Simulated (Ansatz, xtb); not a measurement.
## Ranking isomers of C3H8BFO

3 gas-phase structures of C3H8BFO, from a drawn sample of its isomers (lower ones may exist). Each was relaxed with GFN2-xTB; where two conformers were screened, the lower at r2SCAN-D4/def2-SVP is listed:

A. `CCB(F)OC`, a singlet
B. `CCCOBF`, a singlet
C. `BOC(C)(C)F`, a singlet

Problem. Estimate their order in r2SCAN-D4/def2-SVP energy at these geometries, lowest first.

Solution. Calculated order at r2SCAN-D4/def2-SVP: A (0.0), B (7.5), C (49.0) kcal/mol.

Energies above the lowest of each column, in kcal/mol; the last columns are at B3LYP-D3(BJ)/def2-SVP geometries:

| structure | GFN2-xTB | HF/STO-3G | r2SCAN-D4/def2-SVP | B3LYP-D3(BJ)/def2-SVP | CCSD(T)/def2-SVP + ΔMP2/def2-TZVPP |
| --- | --- | --- | --- | --- | --- |
| A | 9.1 | 0.0 | 0.0 | 0.0 | 0.0 |
| B | 0.0 | 5.6 | 7.5 | 6.3 | 6.1 |
| C | 26.9 | 44.2 | 49.0 | 48.3 | 47.7 |

CCSD(T)/def2-SVP + ΔMP2/def2-TZVPP puts A lowest; GFN2-xTB picks B. Flexible structures stand in one conformer each, not always the lowest. ΔMP2 is the change of the MP2 energy from the smaller to the larger basis.

Programs: Ansatz 0.2.0, xtb 6.7.1.
